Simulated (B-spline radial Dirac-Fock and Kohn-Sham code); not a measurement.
Z = 33 (arsenic), transition energy 41.7 keV. Calculated with a radial atomic solver, using a Dirac-Hartree-Slater potential of the neutral atom with a Latter tail (no hole, which puts coefficients of high multipoles low close above an edge), finite nucleus with surface currents. Subshells that would emit electrons below 1 keV are left out.

Q: A pure transition shows α(K) = 20.9, L1/L2 = 9.94 and L1/L3 = 5.85. What is its multipolarity?
A. E3
B. M4
C. M3
D. E4
E. E1
F. M1
G. E2
H. M2

A: H. For comparison, α(K), L1/L2, L1/L3 are E1 0.880, 11.0, 6.35; E2 15.5, 1.39, 0.869; E3 218, 0.245, 0.160; E4 2970, 0.0600, 0.0399; M1 0.940, 17.2, 45.5; M3 361, 6.40, 1.43; M4 6020, 4.59, 0.643.
